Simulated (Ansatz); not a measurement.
System: sum formula H$_{2}$SiO$_{2}$F$_{2}$ (charge 0, singlet). 
Coordinates optimised at B3LYP-D3(BJ)/def2-TZVP (Ansatz, a program for electronic structure):
```xyz
7

Si     0.0072     0.0148    -0.0066
F     -0.0197    -0.4533     1.5114
F     -0.7513    -1.1329    -0.8015
O     -0.7413     1.4279    -0.2216
O      1.5308     0.1965    -0.5054
H     -1.6947     1.4470    -0.3304
H      2.2165    -0.3734    -0.1501
```
Charge 0, spin multiplicity 1.

Property: vertical triplet-singlet gap (E(triplet) - E(singlet); each state is the SCF solution reached for its spin), in kcal/mol. Valence correlation only, unless marked. UHF or UKS for open shells. Spin-orbit coupling is left out. Non-relativistic. CBS(X,Y): correlation extrapolated as X^-3; Hartree-Fock from the larger set.

```json
[
 {"level": "r2SCAN/def2-TZVPD", "program": "Ansatz", "vertical triplet-singlet gap (kcal/mol)": "181.6"},
 {"level": "B3LYP/def2-TZVPD", "program": "Ansatz", "vertical triplet-singlet gap (kcal/mol)": "[?]"},
 {"level": "PBE0/def2-TZVPD", "program": "Ansatz", "vertical triplet-singlet gap (kcal/mol)": "[?]"},
 {"level": "SCS-MP2/aug-cc-pV(T+d)Z", "program": "Ansatz", "vertical triplet-singlet gap (kcal/mol)": "203.4"},
 {"level": "CCSD/aug-cc-pV(T+d)Z", "program": "Ansatz", "vertical triplet-singlet gap (kcal/mol)": "195.6"},
 {"level": "CCSD(T)/CBS(aug-cc-pV(T+d)Z,aug-cc-pV(Q+d)Z)", "program": "Ansatz", "vertical triplet-singlet gap (kcal/mol)": "[?]"}
]
```

Problem. Fill in the missing entries.

Solution. 
- B3LYP/def2-TZVPD, vertical triplet-singlet gap (kcal/mol): 185.0
- PBE0/def2-TZVPD, vertical triplet-singlet gap (kcal/mol): 187.8
- CCSD(T)/CBS(aug-cc-pV(T+d)Z,aug-cc-pV(Q+d)Z), vertical triplet-singlet gap (kcal/mol): 198.6
